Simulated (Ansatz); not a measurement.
(BeO)6 prism (Be₆O₆), relaxed as a singlet with RKS r2SCAN-D4/def2-SVP in Ansatz, starting from the GFN1-xTB geometry. Force threshold 0.02 eV/Å.

Another isomer (singlet) lies 0.03 eV lower at PBE-D4/def2-SVP; other spin states weren't run for this one.

Start:

```xyz
12

Be   -0.584   -0.311    1.506
Be   -1.390    0.034   -0.879
Be    0.341    1.605    0.117
Be    1.390   -0.034    0.879
Be   -0.342   -1.605   -0.117
Be    0.585    0.311   -1.506
O    -1.671   -0.686    0.465
O    -0.666    1.395   -1.043
O     0.209    1.020    1.547
O     0.665   -1.395    1.043
O    -0.209   -1.020   -1.547
O     1.671    0.685   -0.465
```

(1) Estimate the energy that the relaxation releases and the steps that it takes.

(2) Does the start keep its bonding and symmetry?

(3) Predict the relaxed structure.

Answers

(1) 16.6 kJ/mol, in 4 steps; 15 s on 4 threads of Arm Neoverse V1 on a shared host. No frequencies were taken in this run, so the end may be a saddle point.

(2) By distances, no bond broke or formed. The bond that changes most is Be6–O8, from 1.72 to 1.69 Å (atoms count from 1). Point group D3d at the start, D3d at the end, both within 0.05 Å.

(3) 
```csv
atom,x (Å),y (Å),z (Å)
Be1,-0.594,-0.305,1.513
Be2,-1.401,0.041,-0.878
Be3,0.334,1.615,0.121
Be4,1.401,-0.041,0.878
Be5,-0.334,-1.615,-0.121
Be6,0.594,0.305,-1.513
O7,-1.663,-0.746,0.454
O8,-0.631,1.390,-1.094
O9,0.266,1.005,1.565
O10,0.631,-1.390,1.094
O11,-0.266,-1.005,-1.565
O12,1.663,0.746,-0.454
```
Bond lengths (bridged metal pairs left out): 18 × Be–O 1.57 to 1.69 Å.
